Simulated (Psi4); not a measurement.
C4H7 (SMILES C=C([CH2-])C), charge -1, singlet, at a GFN2-xTB geometry (a gas-phase anion, which may not be bound at this level); PBE0/STO-3G in Psi4 1.11.

Psi4 was given this input:
```
memory 2 GB

molecule {
-1 1
  C    -0.19024082    0.13060277    1.42330928
  C    -0.00498966    0.11664803    0.05908609
  H    -0.28744948    1.05632604    1.97577308
  H    -0.20755370   -0.77968074    2.01169741
  C     0.08676696    1.20492954   -0.78061181
  H     0.17732246    1.09117949   -1.85501323
  H    -0.03223483    2.21755638   -0.41733078
  C     0.10356375   -1.24871026   -0.60034753
  H     0.36600386   -2.02101005    0.12619141
  H    -0.84814294   -1.53662037   -1.06173446
  H     0.86145311   -1.24857125   -1.38819972
}

set basis sto-3g

energy('pbe0')
print_variables()
```

Output, abridged:

```
   => Loading Basis Set <=

    Name: STO-3G
    Role: ORBITAL
    Keyword: BASIS

         ---------------------------------------------------------
                                   SCF
               by Justin Turney, Rob Parrish, Andy Simmonett
                          and Daniel G. A. Smith
                              RKS Reference
         ---------------------------------------------------------

  ==> Geometry <==

    Molecular point group: c1
    Full point group: C1

    Geometry (in Angstrom), charge = -1, multiplicity = 1:

       Center              X                  Y                   Z               Mass
    ------------   -----------------  -----------------  -----------------  -----------------
         C           -0.189711007357     0.108601635761     1.412341046537    12.000000000000
         C           -0.004459847357     0.094646895761     0.048117856537    12.000000000000
         H           -0.286919667357     1.034324905761     1.964804846537     1.007825032230
         H           -0.207023887357    -0.801681874239     2.000729176537     1.007825032230
         C            0.087296772643     1.182928405761    -0.791580043463    12.000000000000
         H            0.177852272643     1.069178355761    -1.865981463463     1.007825032230
         H           -0.031705017357     2.195555245761    -0.428299013463     1.007825032230
         C            0.104093562643    -1.270711394239    -0.611315763463    12.000000000000
         H            0.366533672643    -2.043011184239     0.115223176537     1.007825032230
         H           -0.847613127357    -1.558621504239    -1.072702693463     1.007825032230
         H            0.861982922643    -1.270572384239    -1.399167953463     1.007825032230

  Running in c1 symmetry.

  Rotational constants: A =      0.32028  B =      0.30916  C =      0.16207 [cm^-1]
  Rotational constants: A =   9601.63269  B =   9268.31851  C =   4858.65416 [MHz]
  Nuclear repulsion =  112.850406407078793

  Charge       = -1
  Multiplicity = 1
  Electrons    = 32
  Nalpha       = 16
  Nbeta        = 16

  ==> Algorithm <==

  SCF Algorithm Type is DF.
  DIIS enabled.
  MOM disabled.
  Fractional occupation disabled.
  Guess Type is SAD.
  Energy threshold   = 1.00e-06
  Density threshold  = 1.00e-06
  Integral threshold = 1.00e-12

  ==> Primary Basis <==

  Basis Set: STO-3G
    Blend: STO-3G
    Number of shells: 19
    Number of basis functions: 27
    Number of Cartesian functions: 27
    Spherical Harmonics?: true
    Max angular momentum: 1

  ==> DFT Potential <==

   => LibXC <=

    Version 7.1.2
    S. Lehtola, C. Steigemann, M. J. T. Oliveira, and M. A. L. Marques,  SoftwareX 7, 1–5 (2018) (10.1016/j.softx.2017.11.002)

   => Composite Functional: PBE0 <=

    PBE0 Hyb-GGA Exchange-Correlation Functional

    C. Adamo and V. Barone,  J. Chem. Phys. 110, 6158 (1999) (10.1063/1.478522)
    M. Ernzerhof and G. E. Scuseria,  J. Chem. Phys. 110, 5029 (1999) (10.1063/1.478401)

    Deriv               =              1
    GGA                 =           TRUE
    Meta                =          FALSE

    Exchange Hybrid     =           TRUE
    MP2 Hybrid          =          FALSE

   => Exchange Functionals <=

    0.7500   Perdew, Burke & Ernzerhof

   => Exact (HF) Exchange <=

    0.2500               HF

   => Correlation Functionals <=

    1.0000   Perdew, Burke & Ernzerhof

   => LibXC Density Thresholds  <==

    XC_HYB_GGA_XC_PBEH:  1.00E-15

   => Molecular Quadrature <=

    Radial Scheme          =       TREUTLER
    Pruning Scheme         =           NONE
    Nuclear Scheme         =       TREUTLER

    Blocking Scheme        =         OCTREE
    BS radius alpha        =              1
    Pruning alpha          =              1
    Radial Points          =             75
    Spherical Points       =            302
    Total Points           =         234186
    Total Blocks           =           1806
    Max Points             =            256
    Max Functions          =             27
    Weights Tolerance      =       1.00E-15

   => Loading Basis Set <=

    Name: (STO-3G AUX)
    Role: JKFIT
    Keyword: DF_BASIS_SCF

  ==> Integral Setup <==

  SCF_SUBTYPE=INCORE selected. In-core MEM_DF algorithm will be used.
  Using in-core AOs.

  ==> MemDFJK: Density-Fitted J/K Matrices <==

    J tasked:                   Yes
    K tasked:                   Yes
    wK tasked:                   No
    Algorithm:                 Core
    Schwarz Cutoff:           1E-12
    Mask sparsity (%):       0.8230
    Fitting Condition:        1E-10

   => Auxiliary Basis Set <=

  Basis Set: (STO-3G AUX)
    Blend: DEF2-UNIVERSAL-JKFIT
    Number of shells: 142
    Number of basis functions: 426
    Number of Cartesian functions: 496
    Spherical Harmonics?: true
    Max angular momentum: 4

  Minimum eigenvalue in the overlap matrix is 1.9134570405E-01.
  Reciprocal condition number of the overlap matrix is 7.8158422291E-02.
    Using symmetric orthogonalization.

  ==> Pre-Iterations <==

  SCF Guess: Superposition of Atomic Densities via on-the-fly atomic UHF (no occupation information).

   -------------------------
    Irrep   Nso     Nmo
   -------------------------
     A         27      27
   -------------------------
    Total      27      27
   -------------------------

  ==> Iterations <==

                           Total Energy        Delta E     RMS |[F,P]|

   @DF-RKS iter SAD:  -152.18434215712088   -1.52184e+02   0.00000e+00
   @DF-RKS iter   1:  -154.31762539431600   -2.13328e+00   8.44243e-03 DIIS/ADIIS
   @DF-RKS iter   2:  -154.33529471988396   -1.76693e-02   6.34118e-03 DIIS/ADIIS
   @DF-RKS iter   3:  -154.35288676886933   -1.75920e-02   1.37597e-03 DIIS/ADIIS
   @DF-RKS iter   4:  -154.35371557016538   -8.28801e-04   1.10703e-04 DIIS/ADIIS
   @DF-RKS iter   5:  -154.35371662478715   -1.05462e-06   9.90301e-05 DIIS
   @DF-RKS iter   6:  -154.35372168953410   -5.06475e-06   1.34418e-05 DIIS
   @DF-RKS iter   7:  -154.35372177463938   -8.51053e-08   2.71847e-06 DIIS
   @DF-RKS iter   8:  -154.35372177804211   -3.40273e-09   1.02975e-07 DIIS
  Energy and wave function converged.

  ==> Post-Iterations <==

   Electrons on quadrature grid:
      Ntotal   =   31.9999925558 ; deviation = -7.444e-06

    Orbital Energies [Eh]
    ---------------------

    Doubly Occupied:

       1A     -9.829356     2A     -9.737790     3A     -9.627500
       4A     -9.624735     5A     -0.516852     6A     -0.405734
       7A     -0.337544     8A     -0.221529     9A     -0.181057
      10A     -0.180877    11A     -0.137955    12A     -0.076464
      13A     -0.040680    14A     -0.029347    15A      0.057965
      16A      0.238092

    Virtual:

      17A      0.484772    18A      0.652953    19A      0.661926
      20A      0.696762    21A      0.704914    22A      0.755970
      23A      0.778591    24A      0.835071    25A      0.854293
      26A      1.034670    27A      1.087923

    Final Occupation by Irrep:
              A
    DOCC [    16 ]
    NA   [    16 ]
    NB   [    16 ]

  @DF-RKS Final Energy:  -154.35372177804211

   => Energetics <=

    Nuclear Repulsion Energy =            112.8504064070787933
    One-Electron Energy =                -439.7473362654095013
    Two-Electron Energy =                 191.2532501838703070
    DFT Exchange-Correlation Energy =     -18.7100421035816744
    Empirical Dispersion Energy =           0.0000000000000000
    VV10 Nonlocal Energy =                  0.0000000000000000
    Total Energy =                       -154.3537217780421145

Computation Completed

Properties will be evaluated at   0.000000,   0.000000,   0.000000 [a0]

Properties computed using the SCF density matrix

 Multipole Moments:

 ------------------------------------------------------------------------------------
     Multipole            Electronic (a.u.)      Nuclear  (a.u.)        Total (a.u.)
 ------------------------------------------------------------------------------------

 L = 1.  Multiply by 2.5417464519 to convert [e a0] to [Debye]
 Dipole X            :          0.0190739            0.0310370            0.0501108
 Dipole Y            :          0.3216755           -1.2888597           -0.9671842
 Dipole Z            :          0.1881846           -0.6425359           -0.4543513
 Magnitude           :                                                    1.0697623

 ------------------------------------------------------------------------------------

  Variable Map:
  ----------------------------------------------------------------------------
  "CURRENT ENERGY"              =>    -154.353721778042
  "CURRENT REFERENCE ENERGY"    =>    -154.353721778042
  "DD SOLVATION ENERGY"         =>       0.000000000000
  "DFT FUNCTIONAL TOTAL ENERGY" =>    -154.353721778042
  "DFT TOTAL ENERGY"            =>    -154.353721778042
  "DFT VV10 ENERGY"             =>       0.000000000000
  "DFT XC ENERGY"               =>     -18.710042103582
  "GRID ELECTRONS ALPHA"        =>      15.999996277918
  "GRID ELECTRONS BETA"         =>      15.999996277918
  "GRID ELECTRONS TOTAL"        =>      31.999992555836
  "NUCLEAR REPULSION ENERGY"    =>     112.850406407079
  "ONE-ELECTRON ENERGY"         =>    -439.747336265410
  "PCM POLARIZATION ENERGY"     =>       0.000000000000
  "PE ENERGY"                   =>       0.000000000000
  "SCF ITERATION ENERGY"        =>    -154.353721778042
  "SCF ITERATIONS"              =>       8.000000000000
  "SCF TOTAL ENERGY"            =>    -154.353721778042
  "TWO-ELECTRON ENERGY"         =>     191.253250183870
  "XC GRID RADIAL POINTS"       =>      75.000000000000
  "XC GRID SPHERICAL POINTS"    =>     302.000000000000
  "XC GRID TOTAL POINTS"        =>  234186.000000000000

  Array Variable Map:
  ----------------------------------------------------------------------------
  "CURRENT DIPOLE"              =>       0.050110829222 ... -0.454351324227 1 by 3
  "SCF DIPOLE"                  =>       0.050110829222 ... -0.454351324227 1 by 3
  "SCF TOTAL ENERGIES"          =>    -152.184342157121 ... -154.353721778042 1 by 9
```
